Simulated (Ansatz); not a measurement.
`OC[SiH2]Br` → Br• + C• + 5 H• + O• + Si•  (atomization)

Computed with Ansatz on PBE0-D4/def2-TZVP structures; ΔE is electronic, products minus reactants. CCSD(T)/CBS is the MP2 limit (def2-TZVPP, def2-QZVPP) plus CCSD(T) − MP2 in def2-TZVPP, frozen cores. This one scheme is used for every species, atoms too. Functionals use def2-TZVPP. Open shells (•) are unrestricted, without spin–orbit coupling. Spin–orbit coupling would lower the free atoms: a little for C, O, Si; clearly for Br. Bonds to Br are less sure, by a few kJ/mol each and by 10 to 20 or more in all where they break to atoms, as the def2 sets lack core-valence functions. Scalar relativity is left out up to krypton. Each species was taken in one conformer, which may not be the lowest.

`OC[SiH2]Br`:

Cartesian coordinates in Å:
```
O 0.126 -1.722 0.283
C -0.048 -0.668 -0.645
Si -0.319 0.992 0.202
Br 1.401 1.252 1.604
H 0.843 -1.482 0.879
H -0.937 -0.910 -1.236
H 0.791 -0.597 -1.352
H -0.305 2.123 -0.758
H -1.552 1.011 1.022
```

```json
{"level": "r2SCAN", "ΔE (eV)": "31.34"}
{"level": "MP2/def2-QZVPP", "ΔE (eV)": "31.52"}
```

**Question.** What does CCSD(T)/CBS give? (Best estimate.)

**Answer.** Computed: +31.46 eV. The listed levels differ from it by -0.12, 0.06 eV.

Largest T1 diagnostic among the species: 0.012.

In def2-TZVPP, CCSD(T) changes the Hartree–Fock value by +7.86 eV (the triples alone add +0.44 eV) and MP2 by +8.30 eV; breaking electron pairs costs correlation energy, which Hartree–Fock lacks. At CCSD(T), def2-SVP lies −2.19 eV from the extrapolated value and def2-TZVPP −0.95 eV: correlation converges slowly with the basis, and small sets miss more of it in the bonded molecule than in its fragments.

For atomizations the MP2-based limit and the directly extrapolated one differ by several kJ/mol either way, and by 10 to 25 for some Ge, Se and Sn compounds, so smaller differences from it don't rank the levels.
